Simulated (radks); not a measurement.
Values are calculated unless marked as measured or tabulated.
Si XII, 3 electrons, occupied as [He] 2s1.

Code: a radial shooting solver on a logarithmic mesh with Libxc functionals. Model: Dirac Kohn-Sham, PBE, spin-unpolarised, spherical densities, finite nucleus; Fermi nuclear charge, rms radius 3.1224 fm.

Energy parts (eV):
| part | energy |
|---|---|
| total | -5629.720 |
| kinetic | 5657.503 |
| electron-nucleus | -11663.378 |
| Hartree | 636.504 |
| exchange-correlation | -260.348 |

Orbitals (lengths in bohr, moments of r in powers of bohr; r(max) is where P^2 peaks):
orbital  occ.  eigenvalue (eV)   r(max)
1s1/2       2        -2282.432  0.07238
2s1/2       1        -499.6433   0.4045

The highest occupied level is 2s1/2 at -499.64 eV. The electron density at the nucleus is 1890 e/bohr^3. The density falls to 0.001 e/bohr^3 at r = 1.19 bohr.
